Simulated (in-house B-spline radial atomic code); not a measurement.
A calculation on Mg3+ (with a hole in an inner shell): its settings, and results tabulated from the run. Computed with a B-spline radial code for spherical atoms: Dirac-Kohn-Sham LDA VWN5, spherical fractional occupations, Fermi nucleus of rms radius 3.057 fm.

Command:
```bash
python run_scf.py task.json out
```
Settings (nuclear radius in fm, mass in u):
```
Z                12
configuration    1s2 2s1 2p6
hamiltonian      dirac
method           lda,vwn
spin_polarised   False
nucleus          fermi
rms_radius       3.057
atomic_mass      23.98504
speed_of_light   137.035999084
```

Output (hartree, bohr):
```
 radial grid: 67 intervals, B-splines of order 8, outer radius 10.8108 bohr

 iter        energy (Eh)    residual
    1        -190.203039    4.12e-01
    2        -193.223225    2.79e-01
    3        -194.341915    7.31e-02
    4        -194.432269    1.60e-02
    5        -194.435688    9.99e-03
    6        -194.437450    2.32e-04
    7        -194.437451    2.25e-06
    8        -194.437451    8.82e-08

 total energy                      -194.43745
 kinetic                             194.5385
 electron-nucleus                   -451.8227
 Hartree                              76.9573
 exchange-correlation                -14.1106

 first-order corrections (not in the total)
   Gaunt                             0.0331
   retardation                      -0.0021
   frequency dependence             -0.0000
   self-energy                       0.0210
   Uehling                          -0.0012
   Wichmann-Kroll                    0.0000
   recoil                            0.0038

 orbital      occ     eigenvalue          <r>       <r^2>       <1/r>     <1/r^3>     <1/r^2>       r_max    small
 1s1/2      2.000       -48.1100     0.131021   0.0231329     11.5921           -     273.158     0.08533  1.78e-03
 2s1/2      1.000        -4.7047     0.676006    0.545918     2.16384           -     19.6664      0.5404  2.45e-04
 2p1/2      2.000        -3.5223     0.644159    0.522946     2.05583           -     6.03485      0.4643  2.27e-04
 2p3/2      4.000        -3.5106     0.646043    0.525828     2.04804     28.0174     5.96635      0.4658  2.26e-04
```

Time taken, with all properties: 0.41 s on 1 thread of Arm Neoverse V2, on a shared host.

For the Dirac Hamiltonian the kinetic term is c α·p + (β - 1)c².
